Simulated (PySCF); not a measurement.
NMR parameters of ZnCl2

ZnCl2, Cl2Zn.

Bonds: Zn1-Cl2 2.097 Å, Zn1-Cl3 2.097 Å.

GIAO calculations in PySCF 2.14.0 with density-fitted response routines on the PBE0-D3(BJ)/def2-SVP structure: isolated species, non-relativistic, equivalent atoms averaged; basis pcSseg-1 (pcSseg-2 on Zn).

**Question.** Give the isotropic shieldings (ppm) with B3LYP, PBE, PBE0.

**Answer.** 
| atoms | environment | B3LYP | PBE | PBE0 |
| --- | --- | --- | --- | --- |
| Zn1 | Zn bonded to 2 Cl | 1678 | 1644 | 1700 |
| Cl2/Cl3 | chlorine bonded to Zn | 1012 | 985 | 1035 |
| HOMO–LUMO gap (eV) | – | 6.80 | 5.08 | 7.43 |

**Question.** And the chemical shifts, against references computed in the same way?

**Answer.** 
| atoms | nucleus, reference | B3LYP | PBE | PBE0 |
| --- | --- | --- | --- | --- |
| Cl2/Cl3 | ³⁵Cl, HCl | -82 | -51 | -92 |

**Question.** Which part of the shielding of Zn1 depends on the functional?

**Answer.** Diamagnetic: B3LYP 2525, PBE 2525, PBE0 2525 ppm; paramagnetic: B3LYP -847, PBE -881, PBE0 -825 ppm. The diamagnetic part, set mainly by inner electrons, hardly moves; the paramagnetic part goes with low-lying magnetically allowed excitations and carries the spread.
